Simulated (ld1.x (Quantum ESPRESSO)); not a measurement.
**Building the PAW potential for Mg (Z = 12) (PBE, scalar-relativistic).**

magnesium (Mg), PAW, made with ld1.x (Quantum ESPRESSO) 7.5 (PBE, scalar-relativistic). Core [Ne], reference 3s1.75 3p0 (charge +0.25). Waves: 3s (bound): rcut 2.20, rcutus 2.60 bohr; 3s channel at 1.4 Ry: rcut 2.20, rcutus 2.60 bohr; 3p (bound, empty): rcut 2.05, rcutus 2.20 bohr; 3p channel at 4.1 Ry: rcut 2.05, rcutus 2.20 bohr. Local part: all-electron potential smoothed inside 2.15 bohr (lloc = -1). Core correction: Bessel-smoothed model core inside 1.60 bohr. Augmentation charge: PSQ, inside the norm-conserving radii.

All-electron outer shells of the reference configuration (PBE, scalar-relativistic, ld1.x):

| shell | level (eV) | outermost node (bohr) | outermost maximum (bohr) |
| --- | --- | --- | --- |
| 2p | -48.67 | – | 0.48 |
| 3s | -6.28 | 0.90 | 2.50 |
| 3p | -2.64 | 0.95 | 3.29 |

Problem. Does the generator finish with these settings?

Solution. Yes, a potential is produced and its reference levels are reproduced.

Problem. Estimate the cutoffs (Ry, on a coarse ladder) from which the occupation-weighted sum of valence levels, in a spherical-Bessel basis at the reference potential, stays within 10 and 1 mRy of its value at 400 Ry.

Solution. 6 Ry and 6 Ry.

Problem. What does a ghost test show?

Solution. No extra level below or beside the all-electron valence levels (s, p, d, f tested).

Problem. Is the overlap operator S = 1 + Σ q|β⟩⟨β| positive definite (Bessel basis up to 400 Ry)?

Solution. Yes: its lowest eigenvalue is 0.53 (s channel).

Problem. Tests: 3s2 3p0; 3s1 3p0; 3s1.5 3p0; 3s0 3p2; 3s0 3p1; 3s1 3p1. Which has the largest error in its energy relative to the reference configuration, and how large is it?

Solution. 3s0 3p1, with -9.5 meV (all-electron minus pseudo) on +10.96 eV.
